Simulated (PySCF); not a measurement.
[Fe(H2O)5]3+: what the settings change

The complex [Fe(H2O)5]3+ (charge +3) contains Fe(III), shell d5. The structure is a PBE0-D3(BJ)/def2-SVP, IEF-PCM water geometry optimised for multiplicity 6; coordination trigonal bipyramidal, point group C2, metal–donor distances 1.95–1.98 Å.

```
16

Fe    0.000    0.000    0.000
O    -1.010    1.667    0.026
H    -1.418    2.087    0.806
H    -1.190    2.215   -0.760
O     1.949   -0.041   -0.026
H     2.514    0.077    0.760
H     2.516   -0.185   -0.806
O    -0.004    0.039    1.976
H     0.182    0.811    2.542
H     0.016   -0.759    2.537
O     0.036    0.016   -1.976
H    -0.665   -0.366   -2.537
H     0.612    0.563   -2.542
O    -0.972   -1.684    0.000
H    -1.736   -1.899    0.569
H    -0.776   -2.453   -0.569
```

Method (PySCF 2.14, density fitting): CASSCF(5,5) with orbitals averaged over all microstates of the shell, strongly contracted NEVPT2 on the averaged canonical orbitals; basis x2c-TZVPall on the metal, x2c-SVPall elsewhere; spin-free X2C; IEF-PCM water; spin-orbit coupling by state interaction with the mean-field operator over all roots.

Base run: NEVPT2 ground state 6A, next 4B at 17792, then 4A at 18468 cm⁻¹, B(CASSCF) 1170, ζ 438 cm⁻¹, D -0.56 cm⁻¹, g 2.002 2.002 2.002, μeff(300 K) 5.92 μB.

(1) What happens with the basis x2c-TZVPall on all atoms?

(2) What happens with orbitals averaged over the highest spin alone?

NEVPT2 on the d shell alone tends to put d–d bands too high for such charged or covalently bound ions.

Answers

(1) NEVPT2 ground state 6A, next 4B at 18129, then 4A at 18770 cm⁻¹, B(CASSCF) 1172, ζ 438 cm⁻¹, D -0.53 cm⁻¹, g 2.002 2.002 2.002, μeff(300 K) 5.92 μB. It took 30 s against 17 s on a shared host of the same kind.

(2) NEVPT2 ground state 6A, next 4B at 19839, then 4A at 20380 cm⁻¹, B(CASSCF) 1230, ζ 457 cm⁻¹, D -0.45 cm⁻¹, g 2.002 2.002 2.002, μeff(300 K) 5.92 μB.
